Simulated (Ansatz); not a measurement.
CH8GaNSi can be A, `N[CH2][GaH][SiH3]`, or B, `CN[SiH2][GaH2]`.

Isolated molecules relaxed with PBE0-D4/def2-TZVP in Ansatz; ΔE leaves out vibrations. CCSD(T)/CBS adds triple-zeta CCSD(T) − MP2 to the extrapolated MP2 energy (def2 sets, frozen cores). Functionals use def2-TZVPP. B3LYP here is the variant with VWN-RPA as its local correlation; programs differ in this. For Ga outer-core shells are correlated without core-valence functions, which leaves a few kJ/mol of doubt a bond. Scalar relativity is left out up to krypton. One conformer a species, not always the lowest.

(1) Which is lower in electronic energy at CCSD(T)/CBS, and by how much? (An estimate is asked.)

(2) Give E(B) − E(A) in kJ/mol with CCSD(T)/def2-TZVPP, B2PLYP, r2SCAN-D4, MP2/def2-TZVPP, B3LYP-D4, CCSD/def2-TZVPP, PBE-D4. (An estimate is asked.)

Largest T1 diagnostic: 0.012.

## Answers

(1) Computed: B, by 53.8 kJ/mol.

(2) The calculation gave: CCSD(T)/def2-TZVPP -54.9, B2PLYP -59.5, r2SCAN-D4 -57.7, MP2/def2-TZVPP -56.6, B3LYP-D4 -59.9, CCSD/def2-TZVPP -56.9, PBE-D4 -51.0. None reverses the order clearly.

In def2-TZVPP, CCSD(T) changes the Hartree–Fock value by +17.4 kJ/mol (the triples alone add +2.0 kJ/mol) and MP2 by +15.6 kJ/mol. From PBE to PBE0 (25 % exact exchange), in def2-TZVPP and without D4, E(B) − E(A) moves by −4.1 kJ/mol.
